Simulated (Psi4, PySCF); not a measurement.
C₃H₉O₃Si (SMILES CO[Si](OC)OC), doublet, at a GFN2-xTB geometry, atoms displaced at random by about 0.08 Å a coordinate. Base run: PBE0/STO-3G, gradient run with PySCF.

Input for PySCF:
```python
from pyscf import gto, scf, dft

mol = gto.M(
    atom='''
C    -0.689957    2.537950   -0.371269
O     0.028887    1.550933   -0.148849
Si   -0.151824   -0.024694    0.305095
O     1.238395   -0.972774    0.087430
C     2.551290   -0.559185    0.225219
O    -1.319267   -0.675867   -0.270051
C    -1.764169   -1.729850   -0.430087
H    -1.441337    2.201070   -0.761887
H    -0.908850    3.044561    0.654237
H    -0.311527    3.374321   -0.880452
H     2.842996   -0.816247    1.323141
H     3.248627   -1.359869   -0.370662
H     3.054485    0.323828   -0.037313
H    -2.527674   -1.913351   -1.206939
H    -1.028132   -2.616080   -0.487019
H    -2.369125   -2.106272    0.570673
''',
    basis='sto-3g',
    charge=0,
    spin=1,
    verbose=3,
)

mf = dft.UKS(mol)
mf.xc = 'pbe0'
mf.kernel()
g = mf.nuc_grad_method()
grad = g.kernel()
```

Programs used: Psi4, PySCF; a row that names a program was run with it.

The coordinate followed is z of atom 14.

The base run was repeated with changes; each row names its change, and settings that it needs were set with it.

```
change                                                  dE/dx (Eh/bohr)  net force (Eh/bohr)
------------------------------------------------------  ---------------  -------------------
base                                                           0.015576             0.000107
finite difference step (bohr) = 0.05; conv_tol = 1e-11         0.015680                    -
grid_response = on                                             0.015575             0.000000
grids.level = 0; grid_response = off                           0.015737             0.003649
grids.level = 5; grid_response = on                            0.015576             0.000000
grids.level = 1; grid_response = on                            0.015566             0.000000
finite difference step (bohr) = 0.01; conv_tol = 1e-11         0.015579                    -
finite difference step (bohr) = 1e-5; conv_tol = 1e-11         0.015575                    -
conv_tol = 1e-11                                               0.015576             0.000107
conv_tol = 1e-6                                                0.015577             0.000107
grids.level = 0; grid_response = on                            0.015958             0.000000
code = psi4                                                    0.015581             0.000331
```

The net force is zero for an exact gradient.

Open shells are given as the SCF converged; they aren't shown to be the lowest states, and a large step between rows can be another state.
